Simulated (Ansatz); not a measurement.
Start from `CC(N)C=N` and change one atom or group to get `C[CH](N)[GaH2]`.

Ansatz, PBE0-D4/def2-TZVP geometries, multiplicity 1. Each molecule was computed in one conformer, which needn't be the lowest. `C[CH](N)[GaH2]` holds a close contact that its SMILES doesn't draw: Ga···N 2.54 Å.

Scalar relativity is left out up to krypton.

```csv
property,`CC(N)C=N`
size of the dipole moment (B3LYP/def2-TZVPP) / D,1.11
LUMO energy (PBE0/def2-TZVPP) / eV,-0.16
LUMO energy (PBE/def2-TZVPP) / eV,-1.28
HOMO energy (ωB97M-V/def2-TZVPP) / eV,-9.56
HOMO energy (PBE/def2-TZVPP) / eV,-5.67
size of the dipole moment (ωB97M-V/def2-TZVPP) / D,1.10
```

Question: What does the change do to each property? (Best estimate.)

Answer: Computed: 
```json
{"property": "size of the dipole moment (B3LYP/def2-TZVPP) / D", "`C[CH](N)[GaH2]`": "0.59", "shift": "-0.52"}
{"property": "LUMO energy (PBE0/def2-TZVPP) / eV", "`C[CH](N)[GaH2]`": "-1.05", "shift": "-0.89"}
{"property": "LUMO energy (PBE/def2-TZVPP) / eV", "`C[CH](N)[GaH2]`": "-1.80", "shift": "-0.52"}
{"property": "HOMO energy (ωB97M-V/def2-TZVPP) / eV", "`C[CH](N)[GaH2]`": "-8.30", "shift": "1.26"}
{"property": "HOMO energy (PBE/def2-TZVPP) / eV", "`C[CH](N)[GaH2]`": "-5.03", "shift": "0.64"}
{"property": "size of the dipole moment (ωB97M-V/def2-TZVPP) / D", "`C[CH](N)[GaH2]`": "0.38", "shift": "-0.72"}
```

With PBE0 the HOMO rises by 1.04 eV and the LUMO falls by 0.89 eV, so the gap narrows by about 1.93 eV. PBE moves the HOMO by 0.64 eV and ωB97M-V by 1.26 eV. The zero-point energy changes by -52.8 kJ/mol with -3 modes. Dipoles are sizes alone; their direction can turn.

Positive LUMOs are unbound, so they and the gaps depend on the basis.

B3LYP here is the variant with VWN-RPA as its local correlation; programs differ in this.
